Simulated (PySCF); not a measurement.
[Cr(OH)6]- by CASSCF and spin-orbit coupling

The complex [Cr(OH)6]- (charge -1) contains Cr(V), shell d1. The structure is a model geometry with rigid ligands and bond lengths from ionic radii, not a minimum; coordination octahedral, point group S6, metal–donor distances 1.82 Å.

The d shell alone is too small an active space for [Cr(OH)6]- (an active orbital has only 0.62 squared overlap with the free ion's shell): its levels, fitted parameters, g values and moments show what this model gives and aren't sound predictions.

```
13

Cr    0.0000    0.0000    0.0000
O     0.0000    0.0000    1.8200
H     0.8000    0.0000    2.3600
O     0.0000    0.0000   -1.8200
H    -0.8000    0.0000   -2.3600
O     1.8200    0.0000    0.0000
H     2.3600    0.8000    0.0000
O    -1.8200    0.0000    0.0000
H    -2.3600   -0.8000    0.0000
O     0.0000    1.8200    0.0000
H     0.0000    2.3600    0.8000
O     0.0000   -1.8200    0.0000
H     0.0000   -2.3600   -0.8000
```

Method (PySCF 2.14, density fitting): CASSCF(1,5) with orbitals averaged over all microstates of the shell, strongly contracted NEVPT2 on the averaged canonical orbitals; basis x2c-TZVPall on the metal, x2c-SVPall elsewhere; spin-free X2C; gas phase; spin-orbit coupling by state interaction with the mean-field operator over all roots.

## Spin-free states

| 2S+1 | deg. | symmetry | cubic parent | free-ion term | CASSCF / cm⁻¹ | NEVPT2 / cm⁻¹ | f(ED) | occupations |
| --- | --- | --- | --- | --- | --- | --- | --- | --- |
| 2 | 2 | 2Eg | 2T2g 0.99 | 2D 1.00 | 0 | 0 | – | 0.5 0.5 0.0 0.0 0.0 |
| 2 | 1 | 2Ag | 2T2g 1.00 | 2D 1.00 | 867 | 806 | 0 | 0.0 0.0 1.0 0.0 0.0 |
| 2 | 2 | 2Eg | 2Eg 0.99 | 2D 1.00 | 29132 | 32716 | 0 | 0.0 0.0 0.0 0.5 0.5 |

Energies are counted from the ground state at NEVPT2 level. Weights follow the labels. f(ED) is the electric-dipole oscillator strength from the ground state at the fixed geometry, without vibronic coupling; occupations, where given, run over the ligand-field orbitals from the lowest.

## Ligand-field fit

```
cm⁻¹  CASSCF  NEVPT2
10Dq   28843   32447
```

```tsv
orbital	CASSCF / cm⁻¹	NEVPT2 / cm⁻¹	metal share	main function
1	0	0	0.89	degenerate set
2	0	0	0.89	degenerate set
3	867	806	0.89	xy 0.33
4	29132	32716	0.70	degenerate set
5	29132	32716	0.70	degenerate set
```

ζ = 259 cm⁻¹, against 360 for the free ion.

## Spin-orbit levels

| E / cm⁻¹ | deg. | make-up | g (S′ = 1/2) |
| --- | --- | --- | --- |
| 0.0 | 2 | 1.00 2Eg | 0.00 0.00 0.13 |
| 271.1 | 2 | 0.94 2Eg + 0.06 2Ag | 0.46 0.46 3.70 |
| 1011.0 | 2 | 0.94 2Ag + 0.06 2Eg | 1.61 2.44 2.44 |
| 32861.2 | 2 | 1.00 2Eg | 0.02 0.02 1.82 |
| 32898.1 | 2 | 1.00 2Eg | 0.00 0.00 2.22 |

Magnetism:

Degenerate or low-lying orbital states mix with the ground state, so no spin-only Hamiltonian applies. The lowest spin-orbit level is 2-fold, effective g = 0.00, 0.00, 0.13; the next lies at 271.1 cm⁻¹. μeff is 1.57 μB at 300 K and 0.30 μB at 10 K; the spin-only value is 1.73 μB.

| T / K | χT / cm³ K mol⁻¹ | μeff / μB |
| --- | --- | --- |
| 2 | 0.003 | 0.15 |
| 5 | 0.006 | 0.22 |
| 10 | 0.011 | 0.30 |
| 20 | 0.022 | 0.42 |
| 30 | 0.033 | 0.52 |
| 50 | 0.055 | 0.67 |
| 75 | 0.084 | 0.82 |
| 100 | 0.115 | 0.96 |
| 150 | 0.177 | 1.19 |
| 200 | 0.230 | 1.36 |
| 250 | 0.274 | 1.48 |
| 300 | 0.310 | 1.57 |

Powder magnetisation at 2 K: 0.00 μB at 0.5 T, 0.00 μB at 1 T, 0.01 μB at 2 T, 0.01 μB at 3 T, 0.01 μB at 5 T, 0.02 μB at 7 T.

The geometry is a model, and the complex may not exist in this form. Charge-transfer states lie outside this active space and may come lower than some of these levels. The ground state is orbitally degenerate in this regular structure, which would distort (Jahn–Teller), so its moment is that of the undistorted model. NEVPT2 lifts 2Eg from 29132 to 32716 cm⁻¹; on the d shell alone it tends to overshoot states that fill the eg-type orbitals. NEVPT2 on the d shell alone tends to put d–d bands too high for such charged or covalently bound ions.

The job took 13 s on one thread of Arm Neoverse V1 (shared host), with 162 basis functions, launched as `OMP_NUM_THREADS=1 python lf_run.py task.json out`.
